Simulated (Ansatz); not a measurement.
Consider the cleavage of the Si–B bond: `C[SiH2][B](C)[AlH2]` + `N[SiH](O)O` → `C[SiH2]N[SiH](O)O` + `C[BH][AlH2]`.

Program: Ansatz. Geometries: PBE0-D4/def2-TZVP. ΔE: electronic, gas phase. CCSD(T)/CBS adds triple-zeta CCSD(T) − MP2 to the extrapolated MP2 energy (def2 sets, frozen cores). This one scheme is used for every species. Functionals use def2-TZVPP. B3LYP here is the variant with VWN-RPA as its local correlation; programs differ in this. Each species was taken in one conformer, which may not be the lowest.

`C[SiH2][B](C)[AlH2]`:

```xyz
15

C     1.089    0.032    2.111
Si    1.006    0.751    0.375
B    -0.443   -0.007   -0.816
C    -0.251    0.164   -2.357
Al   -2.038   -1.015    0.151
H     1.876    0.507    2.700
H     1.295   -1.041    2.082
H     0.144    0.181    2.642
H     2.353    0.649   -0.268
H     0.689    2.213    0.471
H     0.402    0.983   -2.669
H    -1.154    0.160   -2.970
H     0.293   -0.763   -2.620
H    -1.983   -2.591    0.401
H    -3.279   -0.223    0.768
```

`N[SiH](O)O`:

```xyz
9

N     0.576    0.335    1.067
Si   -0.367    0.246   -0.362
O    -1.459   -0.957   -0.146
O     0.673    0.060   -1.615
H     1.390    0.928    1.091
H     0.121    0.319    1.966
H    -1.183    1.417   -0.734
H    -1.135   -1.776    0.233
H     1.385   -0.572   -1.500
```

`C[SiH2]N[SiH](O)O`:

```xyz
15

C    -0.807   -2.368    0.827
Si    0.324   -1.388   -0.288
N    -0.250    0.227   -0.537
Si    0.533    1.716   -0.256
O    -0.323    2.751    0.697
O     0.693    2.528   -1.668
H    -1.813   -2.434    0.405
H    -0.432   -3.388    0.953
H    -0.882   -1.906    1.814
H     1.676   -1.270    0.317
H     0.440   -2.111   -1.587
H    -1.134    0.302   -1.025
H     1.837    1.394    0.369
H    -0.528    2.463    1.587
H     0.668    3.484   -1.608
```

`C[BH][AlH2]`:

Z-matrix (Å, degrees):
```
C
B 1 1.558
H 1 1.094 2 114.3
H 1 1.091 2 117.4 3 130.8
H 1 1.106 2 102.6 3 -113.0
Al 2 2.128 1 127.0 3 -149.9
H 2 1.207 1 115.2 3 34.1
H 6 1.597 2 121.8 1 -85.9
H 6 1.596 2 121.4 1 95.4
```

Task: Is it downhill or uphill in electronic energy at CCSD(T)/CBS, and by how much? (Best estimate.)

Result: Computed: Downhill: ΔE = -0.74 eV.

Task: What do these levels give: PBE-D4, B3LYP-D4, ωB97M-V, B2PLYP, PBE, PBE0, B3LYP, HF/def2-TZVPP, SCS-MP2/def2-TZVPP, SCS-MP2/def2-QZVPP, HF/CBS(def2), MP2/CBS(def2)? (Estimate.)

Result: Ansatz gave: PBE-D4 -0.54, B3LYP-D4 -0.73, ωB97M-V -0.77, B2PLYP -0.78, PBE -0.54, PBE0 -0.63, B3LYP -0.75, HF/def2-TZVPP -0.97, SCS-MP2/def2-TZVPP -0.83, SCS-MP2/def2-QZVPP -0.84, HF/CBS(def2) -0.98, MP2/CBS(def2) -0.80 eV.

Largest T1 diagnostic among the species: 0.012.

In def2-TZVPP, CCSD(T) changes the Hartree–Fock value by +0.22 eV (the triples alone add +0.03 eV) and MP2 by +0.17 eV. From PBE to PBE0 (25 % exact exchange), in def2-TZVPP and without D4, ΔE moves by −0.08 eV.
